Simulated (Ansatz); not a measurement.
`C#C/C=C/C` + `[AlH3]` → `C/C=[CH]/[AlH2]` + acetylene at 400 K and 1 bar (formal exchange of groups at a C–C bond).

Gas-phase electronic energies from Ansatz, PBE0-D4/def2-TZVP geometries. CCSD(T)/CBS adds triple-zeta CCSD(T) − MP2 to the extrapolated MP2 energy (def2 sets, frozen cores). This one scheme is used for every species. Double bonds are as drawn, so ΔE can hold a change between cis and trans.

```csv
species,CCSD(T)/CBS energy (Eh),H − E (kJ/mol),S (J/(mol·K))
`C#C/C=C/C`,-193.78897,263.3,340.7
`[AlH3]`,-243.78045,63.6,220.9
`C/C=[CH]/[AlH2]`,-360.34981,248.5,353.5
`C#C`,-77.22717,85.5,213.8
```

H − E and S are ideal-gas, rigid-rotor, harmonic terms from PBE0-D4/def2-TZVP. 1 Eh = 2625.50 kJ/mol, R = 8.31446 J/(mol·K).

Question: By hand: ΔE, ΔH, ΔS and ΔG.

Answer: ΔE = (-360.34981) + (-77.22717) − (-193.78897) − (-243.78045) = -0.00756 Eh = -19.8 kJ/mol. Δ(H − E) = 248.5 + 85.5 − 263.3 − 63.6 = 7.1, so ΔH = -12.7 kJ/mol. ΔS = 353.5 + 213.8 − 340.7 − 220.9 = 5.7 J/(mol·K). ΔG = -12.7 − 400 × (5.7)/1000 = -15.0 kJ/mol.

Question: By hand: the equilibrium constant, and the temperature at which ΔG would vanish if ΔH and ΔS stayed fixed.

Answer: log₁₀ K = −ΔG/(RT ln 10) = 2.0. ΔH and −TΔS have one sign here, so there is no such temperature.

The number of gas molecules stays the same, so ΔS is small and ΔH decides. A doubt of 5 kJ/mol in ΔE shifts log₁₀ K by 0.7 here. These are equilibria of isolated gas molecules and say nothing of rates. Largest T1 diagnostic: 0.013 (customary marks: 0.02 for closed shells, 0.045 for open ones).

ΔS is within the doubt of such terms, so its sign, and with it that verdict, could turn.
